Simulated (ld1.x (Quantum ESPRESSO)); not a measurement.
# Configuration tests for V (TM)

ld1.x (Quantum ESPRESSO) 7.5 input, shortened:

```
&input
   title='V', zed=23., rel=1, dft='PBE', iswitch=3,
   config='[Ar] 3d3 4s1 4p0'
 /
 &inputp
   pseudotype=2, tm=.true., lloc=-2, rcloc=2.35,
   nlcc=.true., new_core_ps=.true., rcore=0.80
 /
3
4S  1  0   1.00   0.00  2.65  2.65  0.0
3P  2  1   6.00   0.00  0.95  0.95  0.0
3D  3  2   3.00   0.00  1.95  1.95  0.0
 &test
   configts(1)='3p6 3d3 4s1 4p0'
 /
```

Energies are relative to the spin-unpolarised reference configuration 3p6 3d3 4s1 4p0; without spin polarisation the order of configurations can differ from experiment.

Give the all-electron excitation energy and the error of the potential for: 3p6 3d3 4s2 4p0; 3p6 3d3 4s0 4p0; 3p6 3d2 4s0 4p0; 3p6 3d1 4s0 4p0; 3p6 3d4 4s1 4p0; 3p6 3d3 4s0 4p2; 3p6 3d4 4s0 4p0.

| valence configuration | charge | ΔE all-electron (eV) | error AE − PS (meV) |
| --- | --- | --- | --- |
| 3p6 3d3 4s2 4p0 | 0 | -7.735 | -0.6 |
| 3p6 3d3 4s0 4p0 | +2 | 14.296 | -9.7 |
| 3p6 3d2 4s0 4p0 | +3 | 43.194 | +2.8 |
| 3p6 3d1 4s0 4p0 | +4 | 89.067 | +183 |
| 3p6 3d4 4s1 4p0 | 0 | -7.149 | -40 |
| 3p6 3d3 4s0 4p2 | 0 | -0.880 | -603 |
| 3p6 3d4 4s0 4p0 | +1 | -0.538 | -93 |
